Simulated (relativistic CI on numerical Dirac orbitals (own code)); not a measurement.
The 4d ions of charge 4+

Calculated at this level of theory: Dirac-Coulomb-Breit CI, KLI orbitals optimised for each configuration, a model potential for QED, unscaled Slater integrals (own radial code, finite nucleus).

Each species is treated in one configuration, given outside its closed core, with all valence electrons in the open shell. Radial values are for the open shell of highest l, unscaled and averaged over j; ζ includes the Breit term. Labels give the leading LS character, summed over repeated terms.

```tsv
Ion	Configuration	Its lowest level	LS weight (%)	F² (cm⁻¹)	F⁴ (cm⁻¹)	g_J	g√(J(J+1))	Next level	E (cm⁻¹)
Nb4+	4d	²D3/2	100			0.799	1.55	²D5/2	1733.5
Mo4+	4d²	³F2	99	66780	44150	0.669	1.64	³F3	1443.7
Tc4+	4d³	⁴F3/2	99	70290	46470	0.402	0.78	⁴F5/2	1008.8
Ru4+	4d⁴	⁵D0	98	73770	48760		0.00	⁵D1	447.51
Rh4+	4d⁵	⁶S5/2	99	77220	51030	1.998	5.91	⁴G5/2	29811
Pd4+	4d⁶	⁵D4	98	80630	53280	1.496	6.69	⁵D3	1985.4
Ag4+	4d⁷	⁴F9/2	97	84010	55500	1.327	6.60	⁴F7/2	3503.2
Cd4+	4d⁸	³F4	99	87360	57710	1.248	5.58	³F3	5047.5
```
